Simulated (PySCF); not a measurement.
BrH4NSn, SMILES [SnH2]([NH2])[Br].

Geometry optimised at B3LYP-D3(BJ)/def2-SVP. The structure was generated by enumeration; whether it is a known compound was not checked. The def2 effective core potentials stand for the cores of Sn; spin–orbit coupling is left out. Other conformers were not sampled.

Two levels are set side by side: PBE/def2-TZVPD (PySCF) and ωB97X/def2-TZVPD (PySCF). Same geometry, gas phase. Differences are taken from unrounded values.

```csv
quantity,ωB97X
orbital gap (eV),10.86
highest occupied level (eV),-10.03
lowest empty level (eV),0.83
dipole moment (D),3.53
mean polarisability (bohr³),73.2
```

What does PBE give, and how far is it from ωB97X? (Estimate from the structure and the level; the computed values follow.)


```
quantity                       PBE  PBE minus ωB97X
---------------------------  -----  ---------------
orbital gap (eV)              4.23            -6.64
highest occupied level (eV)  -6.22             3.82
lowest empty level (eV)      -1.99            -2.82
dipole moment (D)             3.33            -0.20
mean polarisability (bohr³)   77.7              4.5
```

Without exact exchange PBE keeps part of each electron's self-repulsion, which lifts occupied levels and narrows the gap. PBE's more diffuse valence density responds more strongly to a field. Differences between two approximate levels are no errors against the true value.

Rough cost on one machine, each run with all the roots and properties that it gave: ωB97X against PBE within a factor of 2.
